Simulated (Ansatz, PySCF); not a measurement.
C₅H₁₅NSi, singlet, geometry from GFN2-xTB, with bond 9-1 at 2.4 times its length. Base run: CASSCF(4,4)/STO-3G in PySCF.

PySCF was given this input:
```python
from pyscf import gto, scf, mcscf
import numpy

mol = gto.M(
    atom='''
C     1.581873   -1.815122   -0.765514
C     0.851354   -0.596340   -1.317103
Si    0.117457    0.525101    0.043273
C    -0.881730    1.926428   -0.793486
N     1.463471    1.057046    0.999821
C    -1.009030   -0.430380    1.253124
C    -2.178319   -1.131463    0.571015
H     2.022284   -2.403688   -1.569366
H    -0.062148   -3.346556    0.560330
H     2.374394   -1.506282   -0.089269
H     1.544702   -0.016767   -1.928710
H     0.060038   -0.930218   -1.989399
H    -1.679844    1.540198   -1.419251
H    -1.334922    2.580246   -0.053846
H    -0.245220    2.540372   -1.424207
H     1.284016    1.533199    1.868990
H     2.245489    1.488043    0.533676
H    -1.401928    0.254637    2.005922
H    -0.416480   -1.169643    1.792058
H    -2.814434   -0.411133    0.062009
H    -2.788270   -1.667966    1.296766
H    -1.820268   -1.847256   -0.165075
''',
    basis='sto-3g',
    charge=0,
    spin=0,
    verbose=3,
)

mf = scf.RHF(mol)
mf.kernel()
mc = mcscf.CASSCF(mf, 4, 4)
mc.fix_spin_(ss=0.0)
mc.kernel()
occ = numpy.linalg.eigvalsh(mc.fcisolver.make_rdm1(mc.ci, mc.ncas, mc.nelecas))[::-1]
ss = mc.fcisolver.spin_square(mc.ci, mc.ncas, mc.nelecas)[0]
print('natural occupations', occ.round(4), ' <S^2>', round(ss, 4))
```

Programs used: Ansatz (an electronic-structure program), PySCF; a row that names a program was run with it.

Variants of this job, named by their change:

```tsv
change	ΔE vs base (mEh)	natural occupations	<S^2> of the state	outcome
base	0.000	1.98 1.30 0.70 0.02	0.00	converged
state_average = 2 states	0.054	-	-	converged
code = ansatz	-0.172	-	-	converged
active space = 8 electrons, 8 orbitals	-25.926	1.99 1.98 1.98 1.30 0.70 0.02 0.02 0.01	0.00	converged
active space = 4 electrons, 6 orbitals	-	-	-	not converged
solver = newton	0.000	1.98 1.30 0.70 0.02	0.00	converged
correction = SC-NEVPT2	-319.5	1.98 1.30 0.70 0.02	0.00	converged
active space = 2 electrons, 4 orbitals	12.759	1.30 0.70 0.00 0.00	0.00	converged
active space = 2 electrons, 3 orbitals	12.759	1.30 0.70 0.00	0.00	converged
active space = 6 electrons, 6 orbitals	-11.604	1.99 1.98 1.30 0.70 0.02 0.01	0.00	converged
fix_spin_ = off	0.000	1.98 1.30 0.70 0.02	0.00	converged
```

Active orbitals are taken around the Fermi level unless the row says otherwise; CASSCF can end in different local minima, and two programs can end on different orbitals. State-averaged rows give the lowest state.
